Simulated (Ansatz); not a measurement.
Mulliken charges of BH$_{5}$O$_{2}$SSi (`OB(O)S[SiH3]`) from B3LYP/def2-TZVPP in Ansatz (PBE0-D4/def2-TZVP geometry).

```csv
atom,x (Å),y (Å),z (Å),charge (e)
O1,-1.302,-0.856,-0.853,-0.270
B2,-0.131,-0.357,-1.313,0.312
O3,0.241,-0.722,-2.564,-0.254
S4,0.972,0.806,-0.377,-0.301
Si5,0.321,0.527,1.631,0.284
H6,-1.590,-0.493,-0.011,0.194
H7,1.104,-0.396,-2.824,0.197
H8,0.803,1.687,2.415,-0.041
H9,-1.170,0.487,1.684,-0.078
H10,0.836,-0.735,2.215,-0.042
```

Problem. By hand: the dipole of these point charges (1 e Å = 4.8032 D).

Solution. Σ q r = (-0.020, -0.040, 0.167) e Å, of length 0.173 e Å = 0.83 D.

Problem. How does the dipole of the full density compare? (Estimate.)

Solution. The calculation gave: (0.151, 0.175, 0.316) e Å, 1.88 D; the point charges give 0.44 times that, at 51° from its direction.

Point charges leave out the atoms' own dipoles, such as those of lone pairs, and Mulliken's split depends on the basis, so the two needn't agree.

B3LYP here is the variant with VWN-RPA as its local correlation; programs differ in this.
